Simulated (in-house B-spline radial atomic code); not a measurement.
Values are calculated unless marked as measured or tabulated.
## Te VII (Te6+) at several levels of theory

Ground configuration [Kr] 4d10. All numbers come from an all-electron radial atomic-structure program (B-spline basis), all electrons, at the radial basis limit. Mean-field, RPA, GW and linear-response runs are scalar-relativistic (one-electron X2C), no spin-orbit coupling, without Breit or QED terms, open shells spin-polarised at highest spin; the many-body runs on Dirac-Hartree-Fock orbitals are four-component, and their energies hold both.

**Ionisation energy.** The reference is 124.2 ± 0.06 eV (NIST, measured). It runs between the lowest fine-structure levels, while the runs without spin-orbit coupling give shell averages, so part of their difference is this splitting, and a close match can be a cancellation.

```json
{"method": "minus the highest LDA VWN5 level", "value (eV)": "113.88", "minus reference (eV)": "-10.32"}
{"method": "minus the highest PBE level", "value (eV)": "113.69", "minus reference (eV)": "-10.51"}
{"method": "G0W0 on PBE", "value (eV)": "124.95", "minus reference (eV)": "+0.75"}
{"method": "minus the highest r2SCAN level", "value (eV)": "114.47", "minus reference (eV)": "-9.73"}
{"method": "minus the highest PBE0 level", "value (eV)": "116.91", "minus reference (eV)": "-7.29"}
{"method": "G0W0 on PBE0", "value (eV)": "125.03", "minus reference (eV)": "+0.83"}
{"method": "minus the highest B3LYP (VWN-RPA) level", "value (eV)": "116.26", "minus reference (eV)": "-7.94"}
{"method": "minus the highest CAM-B3LYP level", "value (eV)": "118.24", "minus reference (eV)": "-5.96"}
{"method": "minus the highest LC-wPBE level", "value (eV)": "119.22", "minus reference (eV)": "-4.98"}
{"method": "minus the highest Hartree-Fock level", "value (eV)": "125.07", "minus reference (eV)": "+0.87"}
{"method": "G0W0 on Hartree-Fock", "value (eV)": "125.34", "minus reference (eV)": "+1.14"}
{"method": "Dirac-Fock + self-energy with TDHF screening (4d5/2)", "value (eV)": "124.26", "minus reference (eV)": "+0.06"}
```

(1) Which methods come closest, and which lies farthest off?

**Static dipole polarisability and C6** of two like species, by linear response (no reference value is at hand):

```json
{"method": "LDA VWN5", "α (bohr³)": "1.353", "C6 (hartree·bohr⁶)": "4.176"}
{"method": "PBE", "α (bohr³)": "1.348", "C6 (hartree·bohr⁶)": "4.159"}
{"method": "PBE0", "α (bohr³)": "1.33", "C6 (hartree·bohr⁶)": "4.092"}
{"method": "B3LYP (VWN-RPA)", "α (bohr³)": "1.341", "C6 (hartree·bohr⁶)": "4.13"}
{"method": "CAM-B3LYP", "α (bohr³)": "1.342", "C6 (hartree·bohr⁶)": "4.133"}
{"method": "LC-wPBE", "α (bohr³)": "1.341", "C6 (hartree·bohr⁶)": "4.136"}
{"method": "TDHF", "α (bohr³)": "1.295", "C6 (hartree·bohr⁶)": "3.962"}
{"method": "relativistic RPA (four-component TDHF)", "α (bohr³)": "1.296", "C6 (hartree·bohr⁶)": "3.967"}
```

(2) What mean excitation energy do α and C6 imply in London's formula C6 = (3/4) α² ω?

Run times on one thread of shared hosts: mean field, RPA, SOSEX and G0W0 on PBE, 4 s (Arm Neoverse N1); TDDFT with PBE, 1.6 s (Intel Xeon Platinum 8375C CPU @ 2.90GHz (Ice Lake)); removal energies by the self-energy, 74 s (Arm Neoverse V1).

Answers

(1) Closest: Dirac-Fock + self-energy with TDHF screening (4d5/2) (+0.06 eV) and G0W0 on PBE (+0.75 eV). Farthest: minus the highest PBE level (-10.51 eV). The TDHF-screened form was chosen among four for its agreement on 13 closed-shell atoms.

(2) LDA VWN5: ω = 3.042 hartree; relativistic RPA (four-component TDHF): ω = 3.149 hartree. A method that puts the excitations lower gives a larger α and a smaller ω.
